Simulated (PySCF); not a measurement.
SMILES CC[SiH2][GeH3] (C₂H₁₀GeSi), singlet, GFN2-xTB optimised geometry.

```
14

C      1.65    -0.70     0.00
C      0.13    -0.70     0.00
Si    -0.58     1.06     0.00
Ge     0.35     2.26    -1.78
H      2.04    -1.72    -0.03
H      2.03    -0.16    -0.87
H      2.04    -0.22     0.90
H     -0.23    -1.25     0.87
H     -0.23    -1.24    -0.88
H     -0.26     1.72     1.27
H     -2.04     1.00    -0.12
H     -0.50     3.37    -2.33
H      1.65     2.95    -1.49
H      0.67     1.46    -3.01
```

Density from B3LYP/def2-TZVP in PySCF 2.14.0 at that geometry.

Minimum of the electron density along straight lines between bonded atoms, close to the bond critical point (lines longer than 1.1 times the sum of covalent radii, or with two minima, are not listed):

```
bond     length / Å  ρ at the minimum / e bohr⁻³  ∇²ρ there / e bohr⁻⁵  position (fraction from the first atom)
-------  ----------  ---------------------------  --------------------  ---------------------------------------
C1–C2         1.523                        0.244                 -0.59                                     0.50
C2–Si3        1.904                        0.118                  0.13                                     0.61
Si3–Ge4       2.339                        0.095                 -0.18                                     0.40
C1–H5         1.089                        0.280                 -0.96                                     0.64
C1–H6         1.091                        0.279                 -0.95                                     0.64
C1–H7         1.088                        0.281                 -0.97                                     0.64
C2–H8         1.091                        0.276                 -0.93                                     0.64
C2–H9         1.092                        0.276                 -0.92                                     0.64
Si3–H10       1.468                        0.123                  0.18                                     0.49
Si3–H11       1.467                        0.124                  0.18                                     0.49
Ge4–H12       1.500                        0.139                  0.10                                     0.60
Ge4–H13       1.502                        0.139                  0.10                                     0.60
Ge4–H14       1.503                        0.139                  0.10                                     0.60
```
